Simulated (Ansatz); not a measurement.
A calculation with Ansatz (development build ahead of 0.2.0).

```yaml
crystal:
  periodic: [false, false, false]
  atoms:
    - { symbol: Cu, position_ang: [0.0, 0.0, 0.862] }
    - { symbol: O, position_ang: [0.0, 0.0, -0.862] }
basis:
  gaussian: { orbitals: cc-pVTZ }
magnetization:
  initial_magnetization: 1
hamiltonian:
  xc: hf
correlation:
  method: ccsd_t
  frozen_orbitals: { Cu: 5, O: 1 }
```

The input is written out in the form of the current development build from the run's settings. Correlation on restricted open-shell orbitals is semicanonical, with singles.

Results

```json
{
  "Converged": "yes",
  "Reference energy": "-1713.78623 hartree",
  "CCSD correlation energy": "-1.00607 hartree",
  "Triples correction": "-0.03321 hartree",
  "Total energy": "-1714.82551 hartree",
  "Spin squared of the determinant": "0.750"
}
```
